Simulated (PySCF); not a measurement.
CH3FO2Si2, SMILES O=C1O[Si@@H]([SiH2]1)F. Heavy atoms are numbered as in [O:1]=[C:2]1[O:3][Si@H:4]([F:5])[SiH2:6]1. Hydrogens are named by the atom that carries them.

Geometry optimised at PBE0-D3(BJ)/def2-SVP. The structure was generated by enumeration; whether it is a known compound was not checked.

Calculation: CAM-B3LYP/def2-TZVP (PySCF).

Atomic charges (e), one atom of each kind:

```tsv
atom	Löwdin	meta-Löwdin
O1	0.14	-0.39
C2	-0.56	0.34
O3	0.13	…
Si4 (SiH)	0.08	1.03
F5	0.00	…
Si6 (SiH2)	0.27	…
H on Si4	-0.04	-0.09
H on Si6	-0.02	…
```

Task: Some entries are withheld; supply them. (The exact figures need the calculation; the answer reports its results.)

Result: 
- O3, meta-Löwdin: -0.57
- F5, meta-Löwdin: -0.50
- Si6 (SiH2), meta-Löwdin: 0.29
- H on Si6, meta-Löwdin: -0.06

Computed Mayer and Wiberg (Löwdin basis) orders of the bonds:
```
bond     Mayer  Wiberg
-------  -----  ------
O1–C2     2.13    2.82
C2–O3     1.06    1.62
O3–Si4    1.03    1.35
Si4–F5    1.10    1.72
C2–Si6    0.88    0.99
Si4–Si6   0.94    1.05
```
